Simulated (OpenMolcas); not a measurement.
# Ne4+: the spin-orbit constant, Slater's ratio, worked from levels

- Program: OpenMolcas
- Basis: ANO-RCC-VTZP [4s3p2d1f]
- Scalar Hamiltonian: DKH2, point nucleus
- Active space: 4 electrons in 4 orbitals (2s 2p)
- State averaging: 2S+1 = 3 even, 3 roots; 2S+1 = 1 even, 6 roots; 2S+1 = 5 odd, 1 root; 2S+1 = 3 odd, 9 roots; 2S+1 = 1 odd, 8 roots
- Spin-orbit coupling: RASSI with atomic mean-field integrals over the reference wave functions, term energies averaged over their components

Methods: CASSCF; SS-CASPT2, IPEA 0.25 Eh, imaginary shift 0.1 Eh (closed shells correlated: 1s). Measured levels: NIST levels in Podobedova, Fuhr, Reader and Wiese, J. Phys. Chem. Ref. Data 33, 525 (2004).

**The spin-orbit constant.** For the Hund term ³P of p2, E(J) = (A/2) J(J+1) + constant and ζ = 2S·A = 2A. From J = 0 to J = 2 the energy changes by 3 A.

```
   Source  E(2) - E(0)      A    ζ
   CASSCF       1154.0  384.7  769
SS-CASPT2       1152.4  384.1  768
 measured       1110.1  370.0  740
```

All in cm-1. SS-CASPT2 is off by +3.8 % and CASSCF by +4.0 %. Both methods take the spin-orbit matrix elements from the reference wave functions, so the second can move ζ only through the term energies and any multistate remixing. Second-order mixing with other terms is absorbed into this ζ.

**Slater's ratio.** With one set of orbitals, p2 has ¹D - ³P = 6 F2 and ¹S - ¹D = 9 F2 (F2 = F²/25), a ratio of 3/2. Term energies are centres of gravity, weighted by 2J + 1.

```
   Source  ¹D - ³P  ¹S - ³P  F2 from the first  Ratio
   CASSCF    31998    59989               5333  0.875
SS-CASPT2    29908    63050               4985  1.108
 measured    29537    63159               4923  1.138
```

Energies in cm-1. A ratio away from 3/2 shows effects beyond one configuration with one set of orbitals, and in heavier atoms second-order spin-orbit shifts. In CASSCF the valence s occupation is 1.89 in ¹S against 1.97 in ¹D: mixing out of s² acts most on ¹S and pulls it down.

Computed and measured levels are paired by configuration, term and J; levels that our copy of the source lacks, or whose pairing is in doubt (as where it misses far off the trend of its configuration), stay unpaired and out of the deviations. Only configurations of the active space appear.
